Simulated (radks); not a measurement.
Numerical settings for the xenon ion Xe+, [Kr] 4d10 5s2 5p5. All-electron calculation, scalar-relativistic Kohn-Sham, PBE, spin-polarised, spherical densities, finite nucleus; open shells are filled with parallel spins first (spin-orbit coupling, left out, can overturn this in heavy ions); Fermi nuclear charge, rms radius 4.7859 fm. Program: a radial shooting solver on a logarithmic mesh with Libxc functionals. The defaults (mesh step 0.008 in ln r, mesh end at 40 bohr or more with all orbitals vanishing there, Anderson mixing 0.5 over 9 steps, residual threshold near 1e-9 with the energy settled to 1e-9 hartree or 1e-11 of itself, here a cap of 94 iterations) give E = -7446.5832 hartree and 5p at -16.626 eV in 15 iterations. Run on one thread of a shared host, so times are rough (Intel(R) Xeon(R) 6975P-C): 0.16 s of CPU time, 0.16 s wall, 15 iterations on 2314 mesh points. Changes against that run (0 stands for a change within the tolerance of the run):

setting                    iterations  converged  E (mhartree)  e(5p) (meV)  CPU (s)
mesh step in ln r 0.12              2         no      diverged            -     0.01
mesh step in ln r 0.03             14        yes       +0.0071            0     0.06
mesh step in ln r 0.08              4         no      diverged            -     0.03
mesh end (bohr) 5                  15        yes         +40.9         +866     0.18
mesh end (bohr) 8                  15        yes         +0.12        +6.39     0.17
residual threshold 1e-05           10        yes             0      +0.0413     0.14
residual threshold 1e-16           94         no             0            0     0.51
mixing 1.5                         17        yes             0            0     0.21
linear mixing, mixing 0.2          88        yes             0            0     0.84
linear mixing, mixing 0.8          94         no             0            0     0.74
mixing history 3                   19        yes             0            0     0.21
iteration cap 8                     8         no     +0.000251        +0.34     0.12

Settings that end as converged yet miss the energy by more than 1 mhartree: mesh end (bohr) 5 (+0.0409 hartree). A mesh that ends early acts as a hard wall.
